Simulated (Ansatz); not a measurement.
Born–Oppenheimer molecular dynamics of a periodic cell of 19 atoms, Zr₁₆HCO (surface Zr(0001), adsorbate HCO, incident energy 1.5 eV, 20° from the normal). It starts from an unrelaxed structure (largest force component 1.79 eV/Å).

Computed with DFT PBE, scalar-relativistic, plane waves, PAW in Ansatz. Settings: accuracy low, cutoff 420 eV, k mesh 3x3x1, fermi-dirac smearing 0.05 eV, no spin polarisation.

```
ensemble            : NVE (velocity Verlet)
time step           : 0.75 fs
steps asked         : 240
starting velocities : zero, but for any typed in the input
atoms held          : 1 to 4
seed                : 411597
```

Frames 0.75 fs apart, positions in Å, forces in eV/Å.

Velocities at 30 fs (Å/ps):

```
Zr 0.00 0.00 0.00
Zr 0.00 0.00 0.00
Zr 0.00 0.00 0.00
Zr 0.00 0.00 0.00
Zr 0.00 -0.03 -1.56
Zr -0.03 -0.02 -1.42
Zr 0.01 0.01 -1.57
Zr -0.01 0.03 -1.57
Zr -0.01 0.19 1.50
Zr 0.08 0.02 1.23
Zr -0.22 -0.05 1.53
Zr 0.23 -0.12 1.46
Zr -0.03 -0.02 -0.77
Zr 0.17 0.00 0.36
Zr 0.07 0.22 -0.18
Zr -0.30 -0.06 -0.88
C 8.51 2.55 -46.16
H 8.04 6.98 30.48
O 13.00 -3.28 -34.51
```

```xyz
19
Lattice="6.4600 0.0000 0.0000 3.2300 5.5945 0.0000 0.0000 0.0000 20.7181" Properties=species:S:1:pos:R:3:forces:R:3 time_fs=30 energy_less_start_eV=-1.161 T=1371
Zr 0.000 1.865 1.000 -0.02 0.01 0.33
Zr 3.230 1.865 1.000 0.03 0.01 0.29
Zr 1.615 4.662 1.000 0.00 0.00 0.34
Zr 4.845 4.662 1.000 0.00 -0.02 0.32
Zr 0.000 -0.001 3.548 -0.01 -0.01 -0.40
Zr 3.230 0.000 3.551 -0.01 0.00 -0.36
Zr 1.615 2.798 3.549 -0.01 0.00 -0.39
Zr 4.845 2.798 3.548 0.00 0.00 -0.39
Zr 0.000 1.868 6.169 0.01 0.07 0.35
Zr 3.231 1.865 6.165 0.03 0.00 0.26
Zr 1.612 4.661 6.170 -0.08 -0.03 0.37
Zr 4.848 4.660 6.169 0.09 -0.02 0.36
Zr 0.000 0.000 8.705 -0.01 0.00 -0.19
Zr 3.232 0.001 8.721 0.13 -0.07 0.29
Zr 1.617 2.799 8.713 0.00 0.18 0.38
Zr 4.841 2.796 8.704 -0.13 -0.06 -0.36
C 7.551 4.148 11.755 0.73 -0.95 1.33
H 8.186 3.228 12.195 -0.46 0.55 -1.30
O 7.153 4.801 12.688 -0.28 0.34 -1.21
19
Lattice="6.4600 0.0000 0.0000 3.2300 5.5945 0.0000 0.0000 0.0000 20.7181" Properties=species:S:1:pos:R:3:forces:R:3 time_fs=30.75 energy_less_start_eV=-1.118 T=1349
Zr 0.000 1.865 1.000 -0.02 0.01 0.33
Zr 3.230 1.865 1.000 0.03 0.01 0.29
Zr 1.615 4.662 1.000 0.00 0.00 0.33
Zr 4.845 4.662 1.000 0.00 -0.02 0.32
Zr 0.000 -0.001 3.547 -0.01 -0.01 -0.39
Zr 3.230 0.000 3.550 -0.01 0.00 -0.36
Zr 1.615 2.798 3.547 -0.01 0.00 -0.38
Zr 4.845 2.798 3.547 0.00 0.00 -0.39
Zr 0.000 1.868 6.170 0.02 0.06 0.34
Zr 3.231 1.865 6.166 0.03 0.00 0.25
Zr 1.612 4.661 6.171 -0.08 -0.03 0.36
Zr 4.848 4.660 6.170 0.09 -0.01 0.35
Zr 0.000 0.000 8.705 -0.01 0.00 -0.19
Zr 3.232 0.001 8.722 0.13 -0.08 0.29
Zr 1.617 2.799 8.713 -0.01 0.19 0.42
Zr 4.840 2.796 8.704 -0.13 -0.06 -0.37
C 7.558 4.150 11.721 0.82 -1.07 1.75
H 8.190 3.234 12.214 -0.47 0.55 -1.59
O 7.162 4.798 12.662 -0.36 0.45 -1.37
19
Lattice="6.4600 0.0000 0.0000 3.2300 5.5945 0.0000 0.0000 0.0000 20.7181" Properties=species:S:1:pos:R:3:forces:R:3 time_fs=31.5 energy_less_start_eV=-1.081 T=1331
Zr 0.000 1.865 1.000 -0.02 0.01 0.33
Zr 3.230 1.865 1.000 0.03 0.01 0.29
Zr 1.615 4.662 1.000 0.00 0.00 0.33
Zr 4.845 4.662 1.000 0.00 -0.02 0.32
Zr 0.000 -0.001 3.546 -0.01 -0.01 -0.38
Zr 3.230 0.000 3.549 -0.01 0.00 -0.35
Zr 1.615 2.798 3.546 -0.01 0.00 -0.38
Zr 4.845 2.798 3.546 0.00 0.00 -0.38
Zr 0.000 1.868 6.171 0.02 0.06 0.33
Zr 3.231 1.865 6.167 0.03 0.00 0.24
Zr 1.611 4.661 6.172 -0.08 -0.03 0.35
Zr 4.849 4.660 6.171 0.09 -0.01 0.35
Zr 0.000 0.000 8.704 -0.01 0.00 -0.19
Zr 3.232 0.001 8.722 0.14 -0.09 0.30
Zr 1.617 2.799 8.713 -0.01 0.21 0.46
Zr 4.840 2.796 8.703 -0.12 -0.06 -0.37
C 7.565 4.151 11.687 0.87 -1.13 2.07
H 8.193 3.244 12.225 -0.44 0.49 -1.83
O 7.172 4.796 12.635 -0.44 0.58 -1.48
19
Lattice="6.4600 0.0000 0.0000 3.2300 5.5945 0.0000 0.0000 0.0000 20.7181" Properties=species:S:1:pos:R:3:forces:R:3 time_fs=32.25 energy_less_start_eV=-1.058 T=1319
Zr 0.000 1.865 1.000 -0.02 0.01 0.32
Zr 3.230 1.865 1.000 0.03 0.01 0.29
Zr 1.615 4.662 1.000 0.00 0.00 0.33
Zr 4.845 4.662 1.000 0.00 -0.02 0.32
Zr 0.000 -0.001 3.545 -0.01 0.00 -0.37
Zr 3.230 0.000 3.547 -0.01 0.00 -0.35
Zr 1.615 2.798 3.545 -0.01 0.00 -0.37
Zr 4.845 2.798 3.545 0.00 0.00 -0.37
Zr 0.000 1.868 6.173 0.02 0.06 0.32
Zr 3.231 1.865 6.168 0.03 -0.01 0.23
Zr 1.611 4.661 6.173 -0.08 -0.03 0.34
Zr 4.849 4.660 6.172 0.09 0.00 0.34
Zr 0.000 0.000 8.704 -0.01 0.00 -0.18
Zr 3.232 0.001 8.722 0.14 -0.10 0.30
Zr 1.617 2.799 8.713 -0.02 0.22 0.49
Zr 4.840 2.796 8.702 -0.12 -0.06 -0.37
C 7.572 4.152 11.654 0.88 -1.15 2.27
H 8.193 3.256 12.226 -0.37 0.38 -1.99
O 7.181 4.794 12.608 -0.53 0.71 -1.55
19
Lattice="6.4600 0.0000 0.0000 3.2300 5.5945 0.0000 0.0000 0.0000 20.7181" Properties=species:S:1:pos:R:3:forces:R:3 time_fs=33 energy_less_start_eV=-1.057 T=1319
Zr 0.000 1.865 1.000 -0.02 0.01 0.32
Zr 3.230 1.865 1.000 0.03 0.01 0.29
Zr 1.615 4.662 1.000 0.00 0.00 0.33
Zr 4.845 4.662 1.000 0.00 -0.02 0.32
Zr 0.000 -0.001 3.543 -0.01 0.00 -0.37
Zr 3.230 0.000 3.546 -0.01 0.00 -0.34
Zr 1.615 2.798 3.544 -0.01 0.00 -0.36
Zr 4.845 2.798 3.543 0.00 0.00 -0.36
Zr 0.000 1.868 6.174 0.02 0.06 0.31
Zr 3.232 1.865 6.169 0.03 -0.01 0.23
Zr 1.611 4.661 6.175 -0.08 -0.03 0.33
Zr 4.849 4.660 6.173 0.09 0.00 0.33
Zr 0.000 0.000 8.703 -0.02 0.00 -0.18
Zr 3.232 0.001 8.723 0.15 -0.11 0.31
Zr 1.617 2.800 8.713 -0.02 0.23 0.52
Zr 4.840 2.796 8.702 -0.12 -0.06 -0.37
C 7.580 4.152 11.623 0.87 -1.13 2.35
H 8.190 3.271 12.216 -0.27 0.22 -2.09
O 7.191 4.792 12.581 -0.61 0.84 -1.56
19
Lattice="6.4600 0.0000 0.0000 3.2300 5.5945 0.0000 0.0000 0.0000 20.7181" Properties=species:S:1:pos:R:3:forces:R:3 time_fs=33.75 energy_less_start_eV=-1.080 T=1330
Zr 0.000 1.865 1.000 -0.02 0.01 0.32
Zr 3.230 1.865 1.000 0.03 0.01 0.29
Zr 1.615 4.662 1.000 0.00 0.00 0.33
Zr 4.845 4.662 1.000 0.00 -0.02 0.32
Zr 0.000 -0.001 3.542 -0.01 0.00 -0.36
Zr 3.230 0.000 3.545 -0.01 0.00 -0.34
Zr 1.615 2.798 3.542 -0.01 0.00 -0.35
Zr 4.845 2.798 3.542 0.00 0.00 -0.35
Zr 0.000 1.869 6.175 0.02 0.06 0.30
Zr 3.232 1.865 6.170 0.02 -0.01 0.22
Zr 1.611 4.661 6.176 -0.08 -0.03 0.32
Zr 4.849 4.660 6.174 0.09 0.00 0.32
Zr 0.000 0.000 8.702 -0.02 0.00 -0.17
Zr 3.232 0.001 8.723 0.16 -0.12 0.32
Zr 1.617 2.800 8.713 -0.03 0.25 0.54
Zr 4.839 2.796 8.701 -0.12 -0.06 -0.37
C 7.588 4.151 11.592 0.81 -1.07 2.30
H 8.187 3.286 12.195 -0.14 0.01 -2.11
O 7.200 4.790 12.553 -0.70 0.98 -1.52
19
Lattice="6.4600 0.0000 0.0000 3.2300 5.5945 0.0000 0.0000 0.0000 20.7181" Properties=species:S:1:pos:R:3:forces:R:3 time_fs=34.5 energy_less_start_eV=-1.126 T=1354
Zr 0.000 1.865 1.000 -0.02 0.01 0.32
Zr 3.230 1.865 1.000 0.03 0.01 0.28
Zr 1.615 4.662 1.000 0.00 0.00 0.33
Zr 4.845 4.662 1.000 0.00 -0.02 0.31
Zr 0.000 -0.001 3.541 -0.01 0.00 -0.35
Zr 3.230 0.000 3.544 -0.01 0.00 -0.33
Zr 1.615 2.798 3.541 -0.01 0.00 -0.35
Zr 4.845 2.798 3.541 0.00 0.00 -0.35
Zr 0.000 1.869 6.176 0.02 0.06 0.29
Zr 3.232 1.865 6.171 0.02 -0.01 0.21
Zr 1.611 4.661 6.177 -0.08 -0.03 0.31
Zr 4.849 4.660 6.176 0.09 0.01 0.31
Zr 0.000 0.000 8.702 -0.02 0.00 -0.16
Zr 3.232 0.001 8.723 0.17 -0.13 0.33
Zr 1.617 2.800 8.713 -0.03 0.26 0.56
Zr 4.839 2.796 8.700 -0.12 -0.06 -0.37
C 7.596 4.151 11.563 0.71 -0.94 2.11
H 8.182 3.302 12.163 0.04 -0.24 -2.04
O 7.208 4.789 12.524 -0.77 1.10 -1.43
19
Lattice="6.4600 0.0000 0.0000 3.2300 5.5945 0.0000 0.0000 0.0000 20.7181" Properties=species:S:1:pos:R:3:forces:R:3 time_fs=35.25 energy_less_start_eV=-1.192 T=1388
Zr 0.000 1.865 1.000 -0.02 0.01 0.32
Zr 3.230 1.865 1.000 0.03 0.01 0.28
Zr 1.615 4.662 1.000 0.00 0.00 0.32
Zr 4.845 4.662 1.000 0.00 -0.02 0.31
Zr 0.000 -0.001 3.540 -0.01 0.00 -0.35
Zr 3.230 0.000 3.543 -0.01 0.00 -0.33
Zr 1.615 2.798 3.540 -0.01 0.00 -0.34
Zr 4.845 2.798 3.539 0.00 0.00 -0.34
Zr 0.000 1.869 6.177 0.02 0.05 0.28
Zr 3.232 1.865 6.172 0.02 -0.01 0.21
Zr 1.610 4.661 6.178 -0.08 -0.03 0.30
Zr 4.849 4.659 6.177 0.09 0.01 0.30
Zr 0.000 0.000 8.701 -0.03 -0.01 -0.15
Zr 3.233 0.001 8.724 0.18 -0.14 0.35
Zr 1.617 2.800 8.713 -0.03 0.28 0.57
Zr 4.839 2.796 8.699 -0.11 -0.06 -0.37
C 7.605 4.149 11.534 0.55 -0.72 1.80
H 8.178 3.316 12.119 0.25 -0.56 -1.87
O 7.217 4.788 12.495 -0.83 1.20 -1.31
19
Lattice="6.4600 0.0000 0.0000 3.2300 5.5945 0.0000 0.0000 0.0000 20.7181" Properties=species:S:1:pos:R:3:forces:R:3 time_fs=36 energy_less_start_eV=-1.269 T=1427
Zr 0.000 1.865 1.000 -0.02 0.01 0.32
Zr 3.230 1.865 1.000 0.03 0.01 0.28
Zr 1.615 4.662 1.000 0.00 0.00 0.32
Zr 4.845 4.662 1.000 0.00 -0.02 0.31
Zr 0.000 -0.001 3.538 -0.01 0.00 -0.34
Zr 3.230 0.000 3.542 -0.01 0.00 -0.32
Zr 1.615 2.798 3.538 -0.01 -0.01 -0.33
Zr 4.845 2.798 3.538 0.00 0.00 -0.33
Zr 0.000 1.869 6.179 0.02 0.05 0.27
Zr 3.232 1.865 6.173 0.02 -0.01 0.20
Zr 1.610 4.661 6.180 -0.08 -0.03 0.29
Zr 4.850 4.659 6.178 0.09 0.01 0.29
Zr 0.000 0.000 8.700 -0.03 -0.01 -0.14
Zr 3.233 0.001 8.724 0.19 -0.15 0.36
Zr 1.617 2.801 8.713 -0.04 0.29 0.58
Zr 4.838 2.796 8.698 -0.11 -0.06 -0.36
C 7.614 4.148 11.507 0.30 -0.39 1.38
H 8.175 3.327 12.066 0.51 -0.95 -1.60
O 7.225 4.788 12.465 -0.85 1.25 -1.18
19
Lattice="6.4600 0.0000 0.0000 3.2300 5.5945 0.0000 0.0000 0.0000 20.7181" Properties=species:S:1:pos:R:3:forces:R:3 time_fs=36.75 energy_less_start_eV=-1.353 T=1470
Zr 0.000 1.865 1.000 -0.02 0.01 0.32
Zr 3.230 1.865 1.000 0.03 0.01 0.28
Zr 1.615 4.662 1.000 0.00 0.00 0.32
Zr 4.845 4.662 1.000 0.00 -0.02 0.31
Zr 0.000 -0.001 3.537 -0.01 0.00 -0.33
Zr 3.230 0.000 3.540 -0.01 0.00 -0.32
Zr 1.615 2.798 3.537 -0.01 -0.01 -0.32
Zr 4.845 2.798 3.537 0.00 0.00 -0.32
Zr 0.000 1.869 6.180 0.03 0.05 0.26
Zr 3.232 1.865 6.174 0.02 -0.02 0.19
Zr 1.610 4.661 6.181 -0.07 -0.03 0.28
Zr 4.850 4.659 6.179 0.09 0.02 0.28
Zr 0.000 0.000 8.700 -0.04 -0.01 -0.13
Zr 3.233 0.001 8.725 0.20 -0.17 0.38
Zr 1.617 2.801 8.713 -0.04 0.31 0.59
Zr 4.838 2.796 8.698 -0.11 -0.06 -0.36
C 7.623 4.146 11.480 0.00 0.04 0.88
H 8.175 3.333 12.004 0.79 -1.36 -1.26
O 7.233 4.788 12.435 -0.83 1.24 -1.05
19
Lattice="6.4600 0.0000 0.0000 3.2300 5.5945 0.0000 0.0000 0.0000 20.7181" Properties=species:S:1:pos:R:3:forces:R:3 time_fs=37.5 energy_less_start_eV=-1.442 T=1517
Zr 0.000 1.865 1.000 -0.02 0.01 0.32
Zr 3.230 1.865 1.000 0.03 0.01 0.28
Zr 1.615 4.662 1.000 0.00 0.00 0.32
Zr 4.845 4.662 1.000 0.00 -0.02 0.31
Zr 0.000 -0.001 3.536 -0.01 0.00 -0.33
Zr 3.230 0.000 3.539 -0.02 0.00 -0.31
Zr 1.615 2.798 3.536 -0.01 -0.01 -0.32
Zr 4.845 2.798 3.535 0.00 0.00 -0.32
Zr 0.000 1.869 6.181 0.03 0.05 0.25
Zr 3.232 1.865 6.175 0.02 -0.02 0.19
Zr 1.610 4.661 6.182 -0.07 -0.02 0.27
Zr 4.850 4.659 6.181 0.09 0.02 0.27
Zr 0.000 0.000 8.699 -0.05 -0.01 -0.12
Zr 3.233 0.001 8.725 0.21 -0.18 0.40
Zr 1.617 2.801 8.713 -0.04 0.32 0.59
Zr 4.838 2.796 8.697 -0.11 -0.06 -0.35
C 7.632 4.144 11.453 -0.33 0.49 0.39
H 8.180 3.332 11.935 1.04 -1.73 -0.90
O 7.241 4.788 12.405 -0.76 1.15 -0.94
19
Lattice="6.4600 0.0000 0.0000 3.2300 5.5945 0.0000 0.0000 0.0000 20.7181" Properties=species:S:1:pos:R:3:forces:R:3 time_fs=38.25 energy_less_start_eV=-1.545 T=1570
Zr 0.000 1.865 1.000 -0.02 0.01 0.31
Zr 3.230 1.865 1.000 0.03 0.01 0.28
Zr 1.615 4.662 1.000 0.00 0.00 0.32
Zr 4.845 4.662 1.000 0.00 -0.02 0.31
Zr 0.000 -0.001 3.534 -0.01 0.00 -0.32
Zr 3.230 -0.001 3.538 -0.02 0.00 -0.30
Zr 1.615 2.798 3.534 -0.01 -0.01 -0.31
Zr 4.845 2.798 3.534 0.00 0.00 -0.31
Zr 0.000 1.869 6.183 0.03 0.04 0.24
Zr 3.232 1.865 6.176 0.01 -0.02 0.18
Zr 1.610 4.661 6.184 -0.07 -0.02 0.25
Zr 4.850 4.659 6.182 0.09 0.03 0.26
Zr 0.000 0.000 8.698 -0.05 -0.02 -0.11
Zr 3.233 0.001 8.725 0.23 -0.20 0.41
Zr 1.617 2.802 8.714 -0.05 0.34 0.59
Zr 4.838 2.796 8.696 -0.10 -0.06 -0.35
C 7.641 4.143 11.426 -0.57 0.84 -0.02
H 8.189 3.322 11.861 1.16 -1.91 -0.61
O 7.248 4.789 12.374 -0.64 0.99 -0.84
```

Of the whole run (180 fs, mean temperature of the second half 1967 K): The conserved energy stayed within 0.83 meV per atom of its start (net change -0.057 meV per atom), so the integration is sound. A run of 0.18 ps of so small a system gives no equilibrium averages. Limits of this set-up: coarse k mesh, slab without dipole correction, odd electron count without spin, a typed lattice constant that wasn't relaxed here, low accuracy level.

Run time: 41 min on 4 threads of AMD EPYC 7R43 64-Core Processor (Zen 3), on a shared host, peak memory 2.4 GiB.
